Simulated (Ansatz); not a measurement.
Coupled-cluster diagnostics for GeAu₂⁻ (the lowest doublet isomer of a short search), Ansatz.

Geometry of the doublet (r2SCAN-D4/def2-TZVPD):

Cartesian coordinates in Å:
```
Au -1.590 0.540 -0.215
Au 1.350 0.376 0.950
Ge 0.240 -0.916 -0.735
```

In the def2 sets Au takes a core potential; there is no spin–orbit coupling. Correlated methods freeze 9 core orbitals; core or outer-core shells of Au, Ge are correlated, in sets that lack core-valence functions. In CCSD on the charge -1 quartet the largest single amplitude is 0.23, so its Hartree–Fock determinant may place the open shell otherwise than the density functionals do. The structure comes from a short search, and lower isomers may exist.

Geometry of the charge -1 quartet (r2SCAN-D4/def2-TZVPD):

```xyz
3

Au    0.490   -1.066    0.936
Au   -1.422    0.414   -0.051
Ge    0.932    0.653   -0.884
```

(1) Estimate the CCSD(T) correlation energy, the shares of MP2 and (T), T1 and the reference's ⟨S²⟩ for: charge -1, doublet, own geometry in def2-SVPD; charge -1, quartet, own geometry in def2-SVPD; and the rough time on 4 threads of AMD EPYC 7B13 on a shared host.

Answers

(1) 
```
                           state      basis  correlation (eV)  MP2 share (%)  (T) share (%)     T1  ⟨S²⟩ (pure)  wall time                        remarks
charge -1, doublet, own geometry  def2-SVPD           -26.562          104.0            3.8  0.030  0.94 (0.75)       20 s  spin-contaminated (⟨S²⟩ 0.94)
charge -1, quartet, own geometry  def2-SVPD           -25.687          103.6            3.7  0.037  3.83 (3.75)       29 s                              –
```
Customary marks for T1 are 0.02 (closed shells), 0.045 (open shells) and about 0.05 (3d metals). T1 exceeds 0.02 in 2 of 2 rows and 0.045 in 0; the higher it lies, the less the single-reference result can be trusted.
